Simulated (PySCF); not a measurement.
# SnF₂: from structure and modes to constants

These are results of PBE in PySCF with Sn def2-TZVP with ECP28, F def2-TZVP; scalar-relativistic core potentials, no spin–orbit coupling; density-fitted integrals, not measurements.

The singlet minimum has C2v symmetry. Masses (u): Sn 119.90220, F 18.99840.

```xyz
3
charge 0 multiplicity 1, angstrom
Sn    0.0000    0.0000   -0.3069
F     1.4690    0.0000    0.9927
F    -1.4690    0.0000    0.9927
```

Harmonic wavenumbers (cm⁻¹): 176.5 (a1, ×1), 554.7 (b2, ×1), 570.4 (a1, ×1).

(1) What is the harmonic zero-point energy?

(2) Give the standard entropy (298.15 K, 1 bar) by its translational, rotational, vibrational and spin parts, and Cp.

## Answers

(1) Half the sum of all 3 wavenumbers, 1302/2 = 651 cm⁻¹, which is 7.8 kJ/mol (1 cm⁻¹ = 0.0119627 kJ/mol).

(2) Sackur–Tetrode with M = 157.90 u gives 172.0; rotation with symmetry number 2 gives 97.5; vibration 14.2; spin R ln 1 = 0.0. The total is 283.7 J/(mol K), and Cp = 4 R + 17.1 = 50.4 J/(mol K).
